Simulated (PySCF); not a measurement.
CF₄, charge +1, doublet, at a GFN2-xTB geometry (a state made from the parent by changing its charge; the spin is typed, not shown lowest); CAMB3LYP/6-31G** in PySCF.

Input for PySCF:
```python
from pyscf import gto, scf, dft

mol = gto.Mole()
mol.atom = '''
    F     0.01244044   -1.03918526   -0.82138004
    C    -0.00000000    0.00000000    0.00000000
    F    -0.17290567    1.13627641   -0.65856320
    F    -1.00801634   -0.07122209    0.85647908
    F     1.16848156   -0.02586906    0.62346417
'''
mol.basis = '6-31g**'
mol.charge = 1
mol.spin = 1
mol.verbose = 4
mol.build()

mf = dft.UKS(mol)
mf.xc = 'camb3lyp'
mf.kernel()
mf.analyze()
```

The log (banner, timings and long lists left out):

```
PySCF version 2.14.0

[INPUT] verbose = 4
[INPUT] num. atoms = 5
[INPUT] num. electrons = 41
[INPUT] charge = 1
[INPUT] spin (= nelec alpha-beta = 2S) = 1
[INPUT] symmetry False subgroup None
[INPUT] Mole.unit = angstrom
[INPUT] Symbol           X                Y                Z      unit          X                Y                Z       unit  Magmom
[...]
nuclear repulsion = 205.233093777948
number of shells = 30
number of NR pGTOs = 135
number of NR cGTOs = 70
basis = 6-31g**
ecp = {}

******** <class 'pyscf.dft.uks.UKS'> ********
method = UKS
initial guess = minao
damping factor = 0
level_shift factor = 0
DIIS = <class 'pyscf.scf.diis.CDIIS'>
diis_start_cycle = 1
diis_space = 8
diis_damp = 0
SCF conv_tol = 1e-09
SCF conv_tol_grad = None
SCF max_cycles = 50
direct_scf = True
direct_scf_tol = 1e-13
number electrons alpha = 21  beta = 20
XC library pyscf.dft.libxc version 7.1.2
    S. Lehtola, C. Steigemann, M. J. T. Oliveira, and M. A. L. Marques,  SoftwareX 7, 1–5 (2018)
XC functionals = camb3lyp
    T. Yanai, D. P. Tew, and N. C. Handy,  Chem. Phys. Lett. 393, 51 (2004)
radial grids:
    Treutler-Ahlrichs [JCP 102, 346 (1995); DOI:10.1063/1.469408] (M4) radial grids

becke partition: Becke, JCP 88, 2547 (1988); DOI:10.1063/1.454033
pruning grids: <function nwchem_prune>
grids dens level: 3
symmetrized grids: False
atomic radii adjust function: <function treutler_atomic_radii_adjust>
small_rho_cutoff = 0
Set gradient conv threshold to 3.16228e-05
tot grids = 71168
init E= -438.116439566636

cycle= 1 E= -436.595490766518  delta_E= 1.52  |g|= 0.717  |ddm|= 1.63
cycle= 2 E= -436.522970728611  delta_E= 0.0725  |g|= 0.932  |ddm|= 0.932
cycle= 3 E= -436.795199878552  delta_E= -0.272  |g|= 0.167  |ddm|= 0.548
cycle= 4 E= -436.802953269468  delta_E= -0.00775  |g|= 0.0742  |ddm|= 0.14
cycle= 5 E= -436.804630570847  delta_E= -0.00168  |g|= 0.0105  |ddm|= 0.0401
cycle= 6 E= -436.804739849302  delta_E= -0.000109  |g|= 0.00797  |ddm|= 0.0176
cycle= 7 E= -436.80483107511  delta_E= -9.12e-05  |g|= 0.00671  |ddm|= 0.0171
cycle= 8 E= -436.804968761457  delta_E= -0.000138  |g|= 0.00562  |ddm|= 0.0298
cycle= 9 E= -436.805195984765  delta_E= -0.000227  |g|= 0.00345  |ddm|= 0.0603
cycle= 10 E= -436.805296871735  delta_E= -0.000101  |g|= 0.00254  |ddm|= 0.0325
cycle= 11 E= -436.805372083815  delta_E= -7.52e-05  |g|= 0.00194  |ddm|= 0.0281
cycle= 12 E= -436.805526128287  delta_E= -0.000154  |g|= 0.00108  |ddm|= 0.0909
[...]
converged SCF energy = -436.805548445571  <S^2> = 0.75463495  2S+1 = 2.0046296
Total Energy =                        -436.805548445570878
[...]
spin_pop of  1 C 3dyz     -0.00047
spin_pop of  1 C 3dz^2    -0.00014
spin_pop of  1 C 3dxz     -0.00046
spin_pop of  1 C 3dx2-y2   -0.00015
spin_pop of  2 F 1s       -0.00000
spin_pop of  2 F 2s        0.00138
spin_pop of  2 F 3s       -0.00015
spin_pop of  2 F 2px       0.24347
spin_pop of  2 F 2py       0.00460
spin_pop of  2 F 2pz       0.01233
spin_pop of  2 F 3px       0.00071
spin_pop of  2 F 3py       0.00014
spin_pop of  2 F 3pz       0.00014
spin_pop of  2 F 3dxy      0.00006
spin_pop of  2 F 3dyz      0.00000
spin_pop of  2 F 3dz^2    -0.00000
spin_pop of  2 F 3dxz     -0.00006
spin_pop of  2 F 3dx2-y2   -0.00003
spin_pop of  3 F 1s       -0.00000
spin_pop of  3 F 2s        0.00138
spin_pop of  3 F 3s       -0.00015
spin_pop of  3 F 2px       0.00275
spin_pop of  3 F 2py       0.25742
spin_pop of  3 F 2pz       0.00022
spin_pop of  3 F 3px       0.00013
spin_pop of  3 F 3py       0.00074
spin_pop of  3 F 3pz       0.00012
spin_pop of  3 F 3dxy      0.00007
spin_pop of  3 F 3dyz     -0.00005
spin_pop of  3 F 3dz^2     0.00000
spin_pop of  3 F 3dxz     -0.00002
spin_pop of  3 F 3dx2-y2   -0.00003
spin_pop of  4 F 1s       -0.00000
spin_pop of  4 F 2s        0.00138
spin_pop of  4 F 3s       -0.00015
spin_pop of  4 F 2px       0.00251
spin_pop of  4 F 2py       0.24919
spin_pop of  4 F 2pz       0.00870
spin_pop of  4 F 3px       0.00013
spin_pop of  4 F 3py       0.00073
spin_pop of  4 F 3pz       0.00013
spin_pop of  4 F 3dxy      0.00007
spin_pop of  4 F 3dyz     -0.00006
spin_pop of  4 F 3dz^2    -0.00000
spin_pop of  4 F 3dxz      0.00000
spin_pop of  4 F 3dx2-y2   -0.00004
 ** Mulliken Spin Density (per atom)  **
spin density of  0 F =      0.26260
spin density of  1 C =     -0.05037
spin density of  2 F =      0.26259
spin density of  3 F =      0.26259
spin density of  4 F =      0.26260
 ** Mulliken pop alpha/beta on meta-lowdin orthogonal AOs **
 ** Mulliken pop       alpha | beta **
In total            21.00000 | 20.00000
 ** Mulliken atomic charges   ( Nelec_alpha | Nelec_beta ) **
charge of  0F =      0.00237  (     4.63011      4.36751 )
charge of  1C =      0.99052  (     2.47956      2.52993 )
charge of  2F =      0.00237  (     4.63011      4.36752 )
charge of  3F =      0.00237  (     4.63011      4.36752 )
charge of  4F =      0.00237  (     4.63011      4.36751 )

WARN: System has nonzero charge 1; the dipole moment is origin-dependent.
Location of origin: [0. 0. 0.]

Dipole moment(X, Y, Z, Debye):  0.00003, -0.00002, -0.00002
```
